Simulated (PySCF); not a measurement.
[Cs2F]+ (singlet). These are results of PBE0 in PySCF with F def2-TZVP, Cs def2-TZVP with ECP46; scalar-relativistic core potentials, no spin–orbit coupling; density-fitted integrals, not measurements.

Harmonic bands of its minimum:

```
ω (cm⁻¹)  IR (km/mol, summed over degenerate members)  degeneracy
      82                                         53.4           2
     101                                          0.0           1
     341                                          205           1
```

Q: The central atom is F. Infer the point group and assign the bands.

A: D∞h. The modes span πu + σg+ + σu+: 82 πu, 101 σg+, 341 σu+. The computed geometry has F–Cs 2.570 Å (×2); Cs–F–Cs 180.0°.

Only a few start shapes were tried, so a lower isomer may exist.
